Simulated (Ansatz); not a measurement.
`C[SiH]` + HBr → `[SiH]Br` + CH₄ at 500 K and 1 bar (ligand exchange at the Si–C bond).

Gas-phase electronic energies from Ansatz, PBE0-D4/def2-TZVP geometries. CCSD(T)/CBS adds triple-zeta CCSD(T) − MP2 to the extrapolated MP2 energy (def2 sets, frozen cores). This one scheme is used for every species. For Br outer-core shells are correlated without core-valence functions, which leaves a few kJ/mol of doubt a bond. Scalar relativity is left out up to krypton.

```csv
species,CCSD(T)/CBS energy (Eh),H − E (kJ/mol),S (J/(mol·K))
`C[SiH]`,-329.46712,135.7,295.1
HBr,-2573.91920,30.5,213.7
`[SiH]Br`,-2862.97869,39.2,286.1
CH₄,-40.46206,135.6,206.8
```

H − E and S are ideal-gas, rigid-rotor, harmonic terms from PBE0-D4/def2-TZVP. 1 Eh = 2625.50 kJ/mol, R = 8.31446 J/(mol·K).

**Question.** By hand: ΔE, ΔH, ΔS and ΔG.

**Answer.** ΔE = (-2862.97869) + (-40.46206) − (-329.46712) − (-2573.91920) = -0.05443 Eh = -142.9 kJ/mol. Δ(H − E) = 39.2 + 135.6 − 135.7 − 30.5 = 8.6, so ΔH = -134.3 kJ/mol. ΔS = 286.1 + 206.8 − 295.1 − 213.7 = -15.9 J/(mol·K). ΔG = -134.3 − 500 × (-15.9)/1000 = -126.4 kJ/mol.

**Question.** By hand: the equilibrium constant, and the temperature at which ΔG would vanish if ΔH and ΔS stayed fixed.

**Answer.** log₁₀ K = −ΔG/(RT ln 10) = 13.2. ΔG = 0 at ΔH/ΔS = 8447 K, far beyond where these terms or the molecules hold.

ΔH outweighs TΔS. A doubt of 5 kJ/mol in ΔE shifts log₁₀ K by 0.5 here. These are equilibria of isolated gas molecules and say nothing of rates. Largest T1 diagnostic: 0.012 (customary marks: 0.02 for closed shells, 0.045 for open ones).
